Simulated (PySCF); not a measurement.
(E)-2-fluorobut-2-ene (C4H7F), SMILES C(/C)=C(\F)C. Geometry optimised at PBE-D3(BJ)/def2-SVP.

Computed with PBE-D3(BJ)/def2-SVP in PySCF.

Harmonic wavenumbers (cm⁻¹): 139, 173, 256, 263, 418, 457, 515, 791, 818, 933, 992, 1006, 1012, 1106, 1191, 1283, 1350, 1367, 1391, 1401, 1401, 1415, 1735, 2956, 2971, 3019, 3041, 3066, 3099, 3102. Rotational constants (GHz): 8.547, 3.553, 2.592; symmetry number 1.

### Question
Work out the zero-point energy and the ideal-gas rigid-rotor harmonic-oscillator thermochemistry at 298.15 K and 1 atm.

### Answer
ZPE = ½ Σ hcν = ½ × 42667 cm⁻¹ = 255.20 kJ/mol. H − E(el) = 274.02 kJ/mol. Entropy in J/(mol K): translation 162.44, rotation 108.01, vibration 49.82, total 320.28. G − E(el) = 178.53 kJ/mol. Cp = 98.03 J/(mol K). Modes under 150 cm⁻¹ make the vibrational entropy uncertain.
